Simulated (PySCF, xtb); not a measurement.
B(F)(Br)(vinyl) (C2H3BBrF), SMILES C(B(Br)F)=C. Other conformers were not sampled.

Harmonic wavenumbers (cm⁻¹) from GFN2-xTB run with xtb at its own minimum, in rising order: 101, 153, 298, 319, 440, 518, 610, 941, 942, 1033, 1076, 1236, 1304, 1410, 1643, 3047, 3085, 3116.

Task: What does PBE-D3(BJ)/def2-SVP (PySCF) give at its own minimum? (The exact figures need the calculation; the answer reports its results.)

Result: 104, 167, 312, 373, 422, 521, 656, 933, 978, 1004, 1092, 1226, 1311, 1389, 1638, 3060, 3075, 3160. Paired by order, the mean absolute difference is 19 cm⁻¹ and the zero-point energies are 30.4 and 30.6 kcal/mol.
